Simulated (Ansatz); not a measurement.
A search over several starts for the lowest SCF solution of the cluster Mo7⁻ at the given spin, in a small basis.

```yaml
crystal:
  periodic: [false, false, false]
  atoms:
    - {symbol: Mo, position_ang: [0.350553, 1.750931, 0.830171]}
    - {symbol: Mo, position_ang: [0.134521, 0.853798, -1.449219]}
    - {symbol: Mo, position_ang: [0.700777, -1.794862, -0.485587]}
    - {symbol: Mo, position_ang: [-1.415707, -0.951124, -1.080969]}
    - {symbol: Mo, position_ang: [1.981920, 0.147397, 0.016088]}
    - {symbol: Mo, position_ang: [0.022712, -0.672925, 1.566059]}
    - {symbol: Mo, position_ang: [-1.774777, 0.666784, 0.603458]}
basis:
  gaussian: {orbitals: def2-SVP, initial_orbitals: start.molden}
total_charge: -1
magnetization: {spin_polarized: true, initial_magnetization: 1}
hamiltonian: {xc: pbe, dispersion: d4}
output: {orbitals: {seedname: orbitals}}
```

The file start.molden holds the orbitals of an earlier run on this structure, at another level or in another basis.

```sh
$ ansatz run in.yaml --threads 4 --pin off --events-out ev --progress --plain --max-ram 4787MiB
```

It prints (some lines left out):

```
Functional definition: PBE
  name "PBE"
  cite "Perdew, Burke & Ernzerhof, Phys. Rev. Lett. 77, 3865 (1996) doi:10.1103/PhysRevLett.77.3865"
  parent pbe
  parameter kappa = 0.804
  parameter beta = 0.06672455060314922
  exchange = pbe_x(kappa = kappa, mu = beta*pi^2/3)
  correlation = pbe_c(beta = beta)
2121 factors; their error is unknown
mean field evaluation 1: about -12997.0764 eV, gradient 6.7e0 eV
mean field evaluation 2: about -12997.1065 eV, gradient 5.9e-2 eV
mean field evaluation 4: about -12997.0575 eV, gradient 3.7e-4 eV
mean field evaluation 8: about -12997.0575 eV, gradient 5.1e-5 eV
mean field evaluation 16: about -12957.1279 eV, gradient 9.1e1 eV
mean field evaluation 32: about -12996.4195 eV, gradient 7.5e0 eV
mean field evaluation 64: about -12997.0440 eV, gradient 1.3e-1 eV
mean field evaluation 96: about -12996.5623 eV, gradient 4.1e-1 eV
mean field evaluation 128: about -12997.0481 eV, gradient 2.2e-6 eV
mean field -12997.05750866 eV, -477.6330537214 hartree, gradient 2.8e-6 eV, S^2 1.149545; 11 other end points of the search recorded, 0 dependent functions left out
reference -12997.05754252 eV, -477.6330549657 hartree; 50, 49 occupied and 167, 168 virtual orbitals, 2121 factors
Total energy: -12997.81466032 eV, -477.6608785315 hartree
```

It took 4.2 min on 4 threads of Arm Neoverse V1 on a shared host, peak host memory 1.2 GiB.

Other converged states that the search met: 0.01 eV higher (⟨S²⟩ = 1.37), 0.07 eV higher (⟨S²⟩ = 1.68).

In the def2 sets Mo takes a core potential; there is no spin–orbit coupling. The charge -1 doublet is spin-contaminated (final ⟨S²⟩ up to 1.15, 0.75 for a pure state). The highest occupied level of the charge -1 doublet lies above zero (up to 0.29 eV). It is a level of β spin, whose loss leaves a triplet; that state wasn't run at this geometry and level. The electron is either unbound and held by the finite basis, or the level is raised by self-interaction error. The geometry of the doublet was relaxed on an unsound state (⟨S²⟩ 1.15, where a pure state has 0.75). At PBE0-D4/def2-TZVPD a quartet of charge -1 lies 0.07 eV below the doublet, each at its own geometry. That quartet is doubtful there (⟨S²⟩ 4.25, where a pure state has 3.75). The structure comes from a short search, and lower isomers may exist.
